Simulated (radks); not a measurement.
Q: Radial electron density D(r) = 4 pi r^2 rho(r) of an atom or ion with 6 electrons. Method: Dirac Kohn-Sham, PBEsol, spin-unpolarised, spherical densities, finite nucleus; Fermi nuclear charge, rms radius of each element as measured or else 0.836 A^(1/3) + 0.57 fm; computed with a radial shooting solver on a logarithmic mesh with Libxc functionals.

```
   r/bohr * D(r) (the largest magnitude, 46.1, reaches the edge; | marks zero)
  0.00169 | *
 0.001875 |  *
 0.002081 |  *
 0.002309 |   *
 0.002562 |   *
 0.002842 |    *
 0.003179 |     *
 0.003528 |      *
 0.003914 |        *
 0.004343 |         *
 0.004819 |           *
 0.005348 |             *
 0.005981 |               *
 0.006637 |                  *
 0.007364 |                     *
 0.008171 |                        *
 0.009067 |                           *
  0.01006 |                               *
  0.01125 |                                   *
  0.01249 |                                      *
  0.01385 |                                          *
  0.01537 |                                              *
  0.01706 |                                                 *
  0.01908 |                                                   *
  0.02117 |                                                     *
  0.02349 |                                                      *
  0.02607 |                                                      *
  0.02892 |                                                     *
  0.03209 |                                                   *
   0.0359 |                                               *
  0.03983 |                                            *
   0.0442 |                                        *
  0.04904 |                                   *
  0.05441 |                               *
  0.06038 |                            *
  0.06753 |                         *
  0.07494 |                       *
  0.08315 |                      *
  0.09226 |                     *
   0.1024 |                     *
   0.1145 |                    *
   0.1271 |                   *
    0.141 |                  *
   0.1564 |                *
   0.1736 |               *
   0.1926 |              *
   0.2154 |            *
    0.239 |           *
   0.2652 |         *
   0.2943 |        *
   0.3266 |      *
   0.3624 |    *
   0.4053 |   *
   0.4497 | *
    0.499 |*
   0.5537 |*
   0.6144 *
   0.6817 *
   0.7625 *
   0.8461 *
   0.9388 *
```

What is the nuclear charge?

A: Z = 41. The innermost maximum, from 1s, lies near gamma/Z bohr with gamma = sqrt(1 - (Z/c)^2) = 0.954, here 0.0233 bohr (found: 0.0246), and its height grows with Z. The density is that of the niobium ion Nb35+ in [He] 2p2 3d2; the configuration itself is not fixed sharply by these data, and Z only to a few units. D(r) has 1 maximum, at r = 0.0246 bohr.
